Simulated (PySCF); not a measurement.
Molecule: SMILES FC1=C(F)CC=C1, C$_{5}$H$_{4}$F$_{2}$.

Geometry:
```csv
atom,x (Å),y (Å),z (Å)
F1,2.285,1.184,-0.363
C2,1.121,0.584,-0.175
C3,0.783,-0.671,-0.530
F4,1.534,-1.574,-1.140
C5,-0.628,-0.934,-0.132
C6,-1.047,0.358,0.505
C7,-0.016,1.227,0.473
H8,-0.702,-1.783,0.571
H9,-1.256,-1.191,-1.004
H10,-2.035,0.533,0.928
H11,0.007,2.247,0.857
```

Spin–spin couplings on one PBE0-D3(BJ)/def2-SVP geometry, PySCF 2.14, gas phase, non-relativistic, equivalent pairs averaged (spin–dipole term only in couplings to heteroatoms); isotopes 13C, 19F, 1H; basis pcJ-1.

Q: How do the couplings (Hz) change with the functional? Times are CPU seconds on 1 thread of an Arm Neoverse V1, shared host.

A: 
```tsv
functional	functions	1J(C3,F4)	1J(F1,C2)	1J(C6,H10)	1J(C7,H11)	1J(C5,H8)	1J(C2,C3)	1J(C2,C7)	core-s
LDA	229	-352.8	-343.4	148.0	139.9	102.7	85.2	52.3	21
PBE	229	-371.1	-359.7	173.2	164.6	123.4	98.0	63.3	31
KT2	229	-383.8	-371.5	187.1	177.0	130.5	83.7	53.5	33
PBE0	229	-346.0	-331.9	179.7	171.2	127.9	106.2	70.9	43
B97-2	229	-332.0	-320.1	172.0	163.9	121.3	102.9	69.7	41
BHandHLYP	229	-327.5	-308.1	204.9	195.6	146.1	127.8	89.5	47
CAM-B3LYP	229	-333.7	-319.2	185.9	177.5	132.9	107.5	72.7	58
``` Left out for a near triplet instability: HF/pcJ-1.
